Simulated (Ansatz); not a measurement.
`[CH3][Nb](=[O])([F])[F]` + HCl → `[O]=[Nb]([F])([F])[Cl]` + CH₄  (ligand exchange at the Nb–C bond)

Gas-phase electronic energies from Ansatz, PBE0-D4/def2-TZVP geometries. CBS: MP2 limit from def2 TZ/QZ plus the TZ coupled-cluster correction, frozen cores. This one scheme is used for every species. Functionals use def2-TZVPP. HSE06 is defined as in plane-wave codes. Elements past krypton have def2 core potentials. For Nb outer-core shells are correlated without core-valence functions, which leaves a few kJ/mol of doubt a bond.

```
          level  ΔE (kJ/mol)  difference from CCSD(T)/CBS
      r2SCAN-D4       -176.6                        -10.3
        PBE0-D4       -169.5                         -3.2
   CAM-B3LYP-D4       -170.9                         -4.6
        ωB97X-V       -170.0                         -3.7
        r2SCANh       -175.7                         -9.4
          HSE06       -170.0                         -3.7
  CCSD/def2-SVP       -170.8                         -4.5
  HF/def2-TZVPP       -176.2                         -9.9
CCSD/def2-TZVPP       -163.2                          3.1
 CCSD/CBS(def2)       -163.4                          2.9
    CCSD(T)/CBS       -166.3                            0
```

Largest T1 diagnostic among the species: 0.022, so the coupled-cluster value is less sure than usual.

At CCSD(T), def2-SVP lies −8.0 kJ/mol from the extrapolated value and def2-TZVPP +0.2 kJ/mol. Leaving LDA and LC-ωPBE aside and taking each functional with its dispersion term where it has one, the values, not all of them listed here, spread over 12.3 kJ/mol, from B97M-V to ωB97M-V. LDA lies +4.7 kJ/mol from PBE without D4.

CCSD(T)/CBS has its own doubt, a few kJ/mol and more with outer-core shells, so smaller differences from it don't rank the levels.
